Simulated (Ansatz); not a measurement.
## Cost against result

Saddle point of SiH₂SeF₄, closed shell (SiF₄ ([F][Si]([F])([F])[F]) + H₂Se → SiHSeF₃ ([F][Si]([F])([F])[SeH]) + HF; bonds formed: Si1–Se7, F2–H6; bonds broken: Si1–F2, H6–Se7), PBE0-D4/def2-TZVP structure:

Si1  (-0.674, -0.079, -0.329)
F2  (0.878, -0.740, -1.042)
F3  (-1.058, -1.561, 0.068)
F4  (-1.783, 0.681, 0.544)
F5  (-1.076, 0.445, -1.762)
H6  (1.541, -0.025, -0.275)
Se7  (1.119, 1.132, 0.852)
H8  (1.054, 0.147, 1.942)
(Å)

Barriers are electronic and count from the start structure reached by relaxing down the imaginary mode.

Program: Ansatz 0.2.0. Basis: as named in each row. Cores are frozen in the correlated methods. Filled d shells of the heavier atoms are correlated. The def2 sets are not built for correlating such inner shells, so the correlated values are less sure here. B3LYP uses VWN-RPA correlation. Extrapolation: Hartree–Fock as exp(−7.88 √X), correlation as X^−2.97.

Times are rough, for one single point on 8 threads of a shared host (Arm Neoverse V1).

The estimate by CCSD(T) at an estimated basis limit (MP2 extrapolated from triple and quadruple zeta, plus CCSD(T) − MP2 in triple zeta) is 46.88 kcal/mol.

| method | basis | time (s) | barrier (kcal/mol) | method less estimate |
| --- | --- | --- | --- | --- |
| HF | STO-3G | under 1 | 45.92 | -0.96 |
| PBE-D4 | STO-3G | under 1 | -2.97 | -49.85 |
| SPW92 | def2-SVP | under 1 | 18.19 | -28.69 |
| PBE-D4 | def2-SVP | under 1 | 27.45 | -19.42 |
| B3LYP-D4 | 6-31G | under 1 | 29.74 | -17.14 |
| SPW92 | def2-TZVPP | under 1 | 26.30 | -20.58 |
| PBE0-D4 | def2-SVP | under 1 | 33.47 | -13.41 |
| PBE-D4 | def2-TZVPP | 1 | 35.11 | -11.77 |
| BLYP-D4 | def2-TZVPP | 1 | 41.69 | -5.18 |
| BHLYP-D4 | def2-TZVPP | 2 | 52.19 | 5.32 |
| B3LYP-D4 | def2-TZVPP | 2 | 45.69 | -1.19 |
| PBE0-D4 | def2-TZVPP | 2 | 40.99 | -5.88 |
| CAM-B3LYP-D4 | def2-TZVPP | 2 | 46.50 | -0.37 |
| r2SCAN-D4 | def2-TZVPP | 3 | 40.36 | -6.51 |
| wB97M-V | def2-SVP | 4 | 36.44 | -10.44 |
| RPA on PBE | def2-TZVPP | 4 | 47.97 | 1.09 |
| r2SCAN0-D4 | def2-TZVPP | 4 | 44.29 | -2.59 |
| B2PLYP | def2-TZVPP | 4 | 47.24 | 0.37 |
| PBE-QIDH | def2-TZVPP | 4 | 45.24 | -1.63 |
| wB97X-V | def2-TZVPP | 5 | 45.27 | -1.60 |
| B97M-V | def2-TZVPP | 6 | 46.60 | -0.28 |
| wB97M-V | def2-TZVPP | 6 | 44.50 | -2.38 |
| CCSD(T) | def2-SVP | 8 | 46.13 | -0.75 |
| MP2 | def2-QZVPP | 14 | 45.46 | -1.42 |
| CCSD(T) | def2-TZVPP | 210 | 48.48 | 1.60 |

All methods are single points on the PBE0-D4 structures; a negative value means that the method puts the saddle structure below the start.

No T1 diagnostic of these runs exceeds 0.012.

Labels in which every atom is bracketed show which atoms are joined, not bond orders.
